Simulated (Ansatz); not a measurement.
# Calibrating SPW92/def2-TZVPP on Si-containing radicals

The atomisation energy (no zero-point term) in kJ/mol of 6 Si-containing radicals: x at SPW92/def2-TZVPP, y at CCSD(T)/CBS estimate. Shapes, held fixed at every level: PBE0-D4/def2-TZVP. Flexible molecules stand in one conformer, not always the lowest. Programs: Ansatz 0.2.0.

| molecule | x (kJ/mol) | y (kJ/mol) |
| --- | --- | --- |
| SiH2(CH3)(SiH2) | 3455 | 3123 |
| Si2H5O2 (SMILES O[SiH]O[SiH3]) | 3500 | 3117 |
| B(SiH2)(SiH3)2 | 3829 | ? |
| CH7OSi2 (SMILES O[SiH2]C[SiH2]) | 4136 | 3698 |
| C2H7OSi (SMILES CC[SiH]O) | 4559 | 4028 |
| C2H9Si2 (SMILES C[SiH][SiH2]C) | 4885 | 4389 |

Question: Fit y = c + s·x to the known rows and predict y for B(SiH2)(SiH3)2.

Answer: 
1. Means of the 5 rows: x = 4107.00, y = 3671.0.
2. Σ(Δx)² = 1603982, Σ(Δx·Δy) = 1414325, so the slope is 1414325/1603982 = 0.88176.
3. Intercept: 3671.0 − (0.88176) × 4107.00 = 49.6. The largest residual of the fit is 42.
4. B(SiH2)(SiH3)2: 49.6 + 0.88176 × 3829 = 3426 kJ/mol.

CCSD(T)/CBS estimate gives 3460 kJ/mol, so the prediction is off by -34 kJ/mol, within the largest residual. Uncorrected, SPW92/def2-TZVPP misses B(SiH2)(SiH3)2 by +369 kJ/mol, and the other rows by 436 on average. The line removes about 90 % of this miss. Left out in turn, the other rows are missed by 44 kJ/mol on average. Open shells run unrestricted. The CBS estimate extrapolates MP2 from def2-TZVPP and def2-QZVPP and adds CCSD(T) − MP2 in the triple-zeta set, cores frozen.
